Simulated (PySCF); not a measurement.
Which level of theory gave which numbers?

C₂H₈BNO₂.
Geometry (PBE0-D3(BJ)/def2-SVP, Å), atoms numbered from 1 in this order:
```xyz
14
C2H8BNO2 angstrom
C     -2.3175    0.1371   -0.6464
O     -1.5339    1.2745   -0.4091
C     -0.1908    1.0176   -0.2960
O      0.0705    0.2279    0.8260
B      1.3286   -0.1847    1.1643
N      2.4782    0.1471    0.4278
H     -2.2790   -0.5702    0.1986
H     -1.9912   -0.3944   -1.5622
H     -3.3533    0.4742   -0.7852
H      0.3074    1.9998   -0.2063
H      0.1893    0.4988   -1.2067
H      1.4307   -0.8713    2.1543
H      3.3910   -0.1781    0.7119
H      2.4945    0.7148   -0.4083
```

The closed-shell ground state was solved 7 times with PySCF (density fitting, gas phase), always with PBE0, in these basis sets: 6-311+G(2d,p), IGLO-III, STO-3G, cc-pVDZ, def2-TZVP, pcSseg-0 and pcSseg-1.

```
row  total energy (Eh)  HOMO (eV)  LUMO (eV)  dipole (D)
  P          -310.9124      -7.83       0.84        2.48
  Q          -310.8858      -7.87      -0.03        2.52
  R          -310.8016      -7.57       1.60        2.58
  S          -310.9203      -7.85       0.46        2.47
  T          -310.7561      -7.78       1.23        2.68
  U          -306.7578      -4.53       5.30        2.45
  V          -310.0604      -7.64       1.68        3.26
```

**Question.** Which basis belongs to which row?

**Answer.** P = def2-TZVP, Q = 6-311+G(2d,p), R = cc-pVDZ, S = IGLO-III, T = pcSseg-1, U = STO-3G, V = pcSseg-0. From the lowest total energy up: IGLO-III (290 functions) 0 eV; def2-TZVP (234 functions) +0.21 eV; 6-311+G(2d,p) (210 functions) +0.94 eV; cc-pVDZ (124 functions) +3.23 eV; pcSseg-1 (142 functions) +4.47 eV; pcSseg-0 (70 functions) +23.40 eV; STO-3G (38 functions) +113.27 eV.

One conformer stands for the species.
